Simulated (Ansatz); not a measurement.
System: CH$_{3}$Br$_{3}$Ge (charge 0, singlet). SMILES: [Ge]([Br])([CH3])([Br])[Br]
Coordinates optimised at B3LYP-D3(BJ)/def2-TZVP (Ansatz, a first-principles code):
```
Ge
C 1 1.9456
H 2 1.0883 1 108.63
H 2 1.0883 3 110.30 1 -118.96
H 2 1.0883 3 110.30 4 -122.09
Br 1 2.3163 2 110.65 3 -60.00
Br 1 2.3163 2 110.65 3 60.00
Br 1 2.3163 2 110.65 3 180.00
```

Computed values are from Ansatz. Correlated levels leave the core frozen unless marked. Open shells are spin-unrestricted. No spin-orbit coupling. Frozen are the shells of the preceding noble gas and the d and f shells that filled before the atom's block. No relativistic terms. CBS(X,Y): correlation extrapolated as X^-3; Hartree-Fock from the larger set.

- atomisation energy De = 2514.2 kJ/mol at CCSD(T)/CBS(aug-cc-pVTZ,aug-cc-pVQZ)
- total energy = -9833.5827 Eh at CCSD(T)/CBS(aug-cc-pVTZ,aug-cc-pVQZ)
- dipole moment = 2.27 D at CCSD(T)/aug-cc-pVDZ
- T1 diagnostic = 0.009 at CCSD/aug-cc-pVQZ
